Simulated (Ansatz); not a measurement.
Molecule: SeBr2, charge 0, multiplicity 1. 
Structure (B3LYP-D3(BJ)/def2-TZVP (Ansatz, a program for electronic structure) minimum search):
```xyz
3

Se     0.0255    -0.0112     0.9792
Br     0.8055    -1.6280    -0.5156
Br    -0.8303     1.6388    -0.4356
```

Total electronic energies in hartree. Valence correlation only, unless marked. Spin-orbit coupling is left out. The frozen core is the preceding noble-gas configuration, with the filled d and f shells of earlier blocks. No relativistic terms. CBS marks a two-point X^-3 extrapolation of the correlation energy; Hartree-Fock from the larger set.

| level | program | energy (Eh) |
|---|---|---|
| HF/STO-3G | Ansatz | -7462.91372 |
| HF/6-31G* | Ansatz | -7543.76147 |
| HF/cc-pVQZ | Ansatz | -7544.83751 |
| SVWN5/def2-TZVPD | Ansatz | -7539.40373 |
| r2SCANh-D4/def2-TZVPD | Ansatz + dftd4 | -7549.84047 |
| RI-MP2/cc-pVTZ | Ansatz | -7545.29602 |
| SCS-MP2/STO-3G | Ansatz | -7462.95242 |
| CCSD/cc-pVDZ | Ansatz | -7544.96012 |
| CCSD(T)/CBS(cc-pVTZ,cc-pVQZ) | Ansatz | -7545.4581 |

Totals of different functionals don't rank their quality; only differences between species are comparable.
